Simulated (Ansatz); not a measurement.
Compare A (`C#CCCCCC`) with its isomer B (`CCC1=CCCC1`).

Isolated molecules relaxed with PBE0-D4/def2-TZVP in Ansatz; ΔE leaves out vibrations. CBS: MP2 limit from def2 TZ/QZ plus the TZ coupled-cluster correction, frozen cores. Functionals use def2-TZVPP. B3LYP here is the variant with VWN-RPA as its local correlation; programs differ in this. Each species was taken in one conformer, which may not be the lowest.

A:

```xyz
19

C     1.7105   -2.0222    1.8240
C     1.4778   -0.8539    1.6720
C     1.1695    0.5535    1.4823
C    -0.3210    0.8192    1.2457
C    -0.9082    0.0856    0.0497
C    -0.2806    0.4534   -1.2856
C    -0.9585   -0.2366   -2.4566
H     1.9256   -3.0551    1.9614
H     1.5027    1.1114    2.3633
H     1.7583    0.9338    0.6412
H    -0.8717    0.5385    2.1481
H    -0.4528    1.8992    1.1185
H    -1.9832    0.2947    0.0074
H    -0.8124   -0.9944    0.2083
H    -0.3260    1.5411   -1.4211
H     0.7821    0.1891   -1.2811
H    -0.9011   -1.3240   -2.3558
H    -2.0169    0.0327   -2.5140
H    -0.4941    0.0339   -3.4077
```

B:

Z-matrix (Å, degrees):
```
C
C 1 1.526
H 1 1.093 2 110.9
H 1 1.092 2 111.0 3 120.1
H 1 1.093 2 111.4 3 -120.0
C 2 1.490 1 113.2 3 59.7
H 2 1.098 1 108.7 3 -179.0
H 2 1.094 1 109.8 3 -62.7
C 6 1.507 2 122.2 1 59.4
C 6 1.331 2 127.1 1 -117.9
C 9 1.534 6 103.4 2 167.7
H 9 1.095 6 112.6 2 45.6
H 9 1.098 6 110.1 2 -72.8
C 10 1.499 6 112.6 2 177.7
H 10 1.085 6 124.2 2 0.2
H 11 1.091 9 113.1 6 146.5
H 11 1.093 9 109.1 6 -94.2
H 14 1.098 10 110.6 6 -105.0
H 14 1.094 10 113.3 6 135.8
```

Question: Which isomer does CCSD(T)/CBS put lower? Give the gap. (Best estimate.)

Answer: Computed: B, by 129.5 kJ/mol.

Question: Give E(B) − E(A) in kJ/mol with PBE-D4, HF/def2-TZVPP, r2SCAN-D4, CCSD(T)/def2-TZVPP, MP2/def2-TZVPP, B3LYP-D4, B3LYP. (Best estimate.)

Answer: Ansatz gave: PBE-D4 -145.8, HF/def2-TZVPP -120.0, r2SCAN-D4 -141.8, CCSD(T)/def2-TZVPP -131.2, MP2/def2-TZVPP -130.4, B3LYP-D4 -130.0, B3LYP -123.9. None reverses the order clearly.

Largest T1 diagnostic: 0.010.

At CCSD(T), def2-SVP lies −8.7 kJ/mol from the extrapolated value and def2-TZVPP −1.6 kJ/mol. From BLYP to BHLYP (50 % exact exchange), in def2-TZVPP and without D4, E(B) − E(A) moves by −19.5 kJ/mol.
